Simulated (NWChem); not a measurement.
System: Si$_{2}$NH$_{7}$O; SMILES N[SiH2][SiH2]O

Parts of the log:

```
             Northwest Computational Chemistry Package (NWChem) 7.3.0
             --------------------------------------------------------

 C1  symmetry detected

                             Geometry "geometry" -> ""
                             -------------------------

 Output coordinates in angstroms (scale by  1.889725989 to convert to a.u.)

  No.       Tag          Charge          X              Y              Z
 ---- ---------------- ---------- -------------- -------------- --------------
    1 N                    7.0000    -0.45782969     2.42271920     0.01588040
    2 Si                  14.0000     0.60715138     1.02121230    -0.02119738
    3 Si                  14.0000    -0.55665492    -1.04207664    -0.00548766
    4 O                    8.0000     0.42594275    -2.42244191    -0.03624942
    5 H                    1.0000    -1.03537068     2.57357888    -0.81734517
    6 H                    1.0000    -1.04729220     2.52783848     0.84781762
    7 H                    1.0000     1.51262356     1.09865389     1.18406438
    8 H                    1.0000     1.45477644     1.12645738    -1.26246990
    9 H                    1.0000    -1.41923591    -1.14650826    -1.23367533
   10 H                    1.0000    -1.49403104    -1.03746904     1.18733319
   11 H                    1.0000     1.11884523    -2.42994976     0.64669835

 Effective nuclear repulsion energy (a.u.)     218.1230451216

                                 NWChem DFT Module
                                 -----------------

 Summary of "ao basis" -> "ao basis" (spherical)
 ------------------------------------------------------------------------------
       Tag                 Description            Shells   Functions and Types
 ---------------- ------------------------------  ------  ---------------------
 N                          def2-svp                 6       14   3s2p1d
 Si                         def2-svp                 8       18   4s3p1d
 O                          def2-svp                 6       14   3s2p1d
 H                          def2-svp                 3        5   2s1p

            General Information
            -------------------
          SCF calculation type: DFT
          Wavefunction type:  closed shell.
          No. of atoms     :    11
          No. of electrons :    50
           Alpha electrons :    25
            Beta electrons :    25
          Charge           :     0
          Spin multiplicity:     1
          Use of symmetry is: off; symmetry adaption is: off
          Maximum number of iterations: 150
          AO basis - number of functions:    99
                     number of shells:    49
          Convergence on energy requested:  1.00D-06
          Convergence on density requested:  1.00D-05
          Convergence on gradient requested:  5.00D-04

              XC Information
              --------------
                         B3LYP Method XC Potential
                     Hartree-Fock (Exact) Exchange  0.200
                        Slater Exchange Functional  0.800 local
                    Becke 1988 Exchange Functional  0.720 non-local
              Lee-Yang-Parr Correlation Functional  0.810
                  VWN I RPA Correlation Functional  0.190 local

             Grid Information
             ----------------
          Grid used for XC integration:  medium
          Radial quadrature: Mura-Knowles
          Angular quadrature: Lebedev.
          Tag              B.-S. Rad. Rad. Pts. Rad. Cut. Ang. Pts.
          ---              ---------- --------- --------- ---------
          N                   0.65       49          12.0       434
          Si                  1.10       88          10.0       590
          O                   0.60       49          13.0       434
          H                   0.35       45          13.0       434
          Grid pruning is: on
          Number of quadrature shells:   589
          Spatial weights used:  Erf1

      Superposition of Atomic Density Guess
      -------------------------------------

 Sum of atomic energies:        -709.90737719

      Non-variational initial energy
      ------------------------------

 Total energy =    -711.277228
 1-e energy   =   -1415.072025
 2-e energy   =     485.671752
 HOMO         =      -0.272983
 LUMO         =      -0.001221

     ---------------------------------------------
      Total Density - Mulliken Population Analysis
     ---------------------------------------------

    Atom       Charge   Shell Charges
 -----------   ------   -------------------------------------------------------
    1 N    7     7.78   1.99  1.04  0.47  2.56  1.72  0.01
    2 Si  14    13.53   2.00  1.99  1.00  0.26  5.94  1.08  1.08  0.18
    3 Si  14    13.38   2.00  1.99  1.00  0.26  5.94  1.03  0.98  0.18
    4 O    8     8.80   1.99  1.10  0.65  3.08  1.97  0.00
    5 H    1     0.75   0.59  0.12  0.04
    6 H    1     0.75   0.59  0.12  0.04
    7 H    1     1.08   0.70  0.38  0.01
    8 H    1     1.08   0.70  0.38  0.01
    9 H    1     1.10   0.70  0.39  0.01
   10 H    1     1.10   0.70  0.39  0.01
   11 H    1     0.64   0.52  0.07  0.06

   convergence    iter        energy       DeltaE   RMS-Dens  Diis-err
 ---------------- ----- ----------------- --------- --------- ---------
 d= 0,ls=0.0,diis     1   -712.8920273056 -9.31D+02  1.30D-02  6.90D-01
 d= 0,ls=0.0,diis     2   -712.8345601913  5.75D-02  7.84D-03  1.32D+00
 d= 0,ls=0.0,diis     3   -712.9705151716 -1.36D-01  1.27D-03  3.69D-02
 d= 0,ls=0.0,diis     4   -712.9736092643 -3.09D-03  5.06D-04  3.48D-03
 d= 0,ls=0.0,diis     5   -712.9739548382 -3.46D-04  1.59D-04  6.15D-04
  Resetting Diis
 d= 0,ls=0.0,diis     6   -712.9740212884 -6.65D-05  3.60D-05  9.08D-06
 d= 0,ls=0.0,diis     7   -712.9740226716 -1.38D-06  1.24D-05  4.22D-07
 d= 0,ls=0.0,diis     8   -712.9740226952 -2.35D-08  5.76D-06  2.81D-07

         Total DFT energy =     -712.974022695161
      One electron energy =    -1418.925126624775
           Coulomb energy =      547.845619376410
    Exchange-Corr. energy =      -60.017560568388
 Nuclear repulsion energy =      218.123045121591

 Numeric. integr. density =       50.000023755496

                       DFT Final Molecular Orbital Analysis
                       ------------------------------------

 Vector   23  Occ=2.000000D+00  E=-3.188518D-01
              MO Center= -3.5D-01, -2.6D-01, -1.5D-01, r^2= 5.0D+00
   Bfn.  Coefficient  Atom+Function         Bfn.  Coefficient  Atom+Function
  ----- ------------  ---------------      ----- ------------  ---------------
    85      0.277944   9 H  s                56      0.224923   4 O  pz
    86      0.222793   9 H  s                 5     -0.173279   1 N  py
    42     -0.160394   3 Si pz               59      0.154129   4 O  pz
    75      0.149339   7 H  s                 4     -0.137550   1 N  px
    90     -0.137589  10 H  s                 8      0.135640   1 N  py

 Vector   24  Occ=2.000000D+00  E=-3.004814D-01
              MO Center= -2.1D-01, -3.7D-01,  1.6D-01, r^2= 5.7D+00
   Bfn.  Coefficient  Atom+Function         Bfn.  Coefficient  Atom+Function
  ----- ------------  ---------------      ----- ------------  ---------------
    56      0.278527   4 O  pz               54     -0.252892   4 O  px
    90     -0.240435  10 H  s                91     -0.227019  10 H  s
     5      0.215572   1 N  py               59      0.208141   4 O  pz
    57     -0.194007   4 O  px                4      0.181988   1 N  px
     8     -0.171506   1 N  py               25     -0.140909   2 Si px

 Vector   25  Occ=2.000000D+00  E=-2.391971D-01
              MO Center= -1.3D-01,  9.7D-01,  2.9D-02, r^2= 4.5D+00
   Bfn.  Coefficient  Atom+Function         Bfn.  Coefficient  Atom+Function
  ----- ------------  ---------------      ----- ------------  ---------------
     5      0.352140   1 N  py                8     -0.323243   1 N  py
     4      0.225805   1 N  px               55      0.183704   4 O  py
     7     -0.180248   1 N  px               41     -0.180269   3 Si py
    35     -0.168087   3 Si s                23      0.166812   2 Si py
    58      0.154398   4 O  py               43     -0.148257   3 Si px

 Vector   26  Occ=0.000000D+00  E=-1.988394D-02
              MO Center=  1.6D-02, -1.0D-01,  9.5D-02, r^2= 5.4D+00
   Bfn.  Coefficient  Atom+Function         Bfn.  Coefficient  Atom+Function
  ----- ------------  ---------------      ----- ------------  ---------------
     3      0.648079   1 N  s                44     -0.530345   3 Si py
    26     -0.512703   2 Si py               53     -0.472544   4 O  s
    25      0.352355   2 Si px               96      0.311723  11 H  s
    43      0.280606   3 Si px               71     -0.243722   6 H  s
    66     -0.235680   5 H  s                76     -0.202399   7 H  s

 Vector   27  Occ=0.000000D+00  E= 2.757047D-02
              MO Center=  8.8D-02,  1.6D-01,  5.5D-02, r^2= 4.5D+00
   Bfn.  Coefficient  Atom+Function         Bfn.  Coefficient  Atom+Function
  ----- ------------  ---------------      ----- ------------  ---------------
    27      0.921430   2 Si pz               81      0.808903   8 H  s
    45      0.690113   3 Si pz               86      0.612275   9 H  s
    76     -0.563705   7 H  s                91     -0.489718  10 H  s
     3     -0.303721   1 N  s                66      0.238712   5 H  s
    26      0.196145   2 Si py               43      0.181486   3 Si px

[...]
```

Level: B3LYP/def2-SVP. All runs use the structure optimised with PBE-D3(BJ)/def2-SVP. B3LYP is NWChem's, with the RPA form of VWN correlation.

Task: Reconstruct the input file.

Result: One answer among several that fit: the input that was run:
```
start job
memory heap 200 mb stack 900 mb global 1100 mb
geometry units angstroms noautoz
  N     -0.470526     2.408324     0.024826
  Si     0.610544     1.019386    -0.018991
  Si    -0.529101    -1.057342    -0.002767
  O      0.469370    -2.426111    -0.039913
  H     -1.052981     2.553998    -0.805898
  H     -1.057971     2.505023     0.859208
  H      1.519678     1.105124     1.182948
  H      1.452111     1.136805    -1.263290
  H     -1.395121    -1.169526    -1.227847
  H     -1.461877    -1.065871     1.193633
  H      1.164932    -2.426820     0.640367
end
basis spherical
  * library def2-svp
end
dft
  xc b3lyp
  iterations 150
  mulliken
end
task dft energy
```
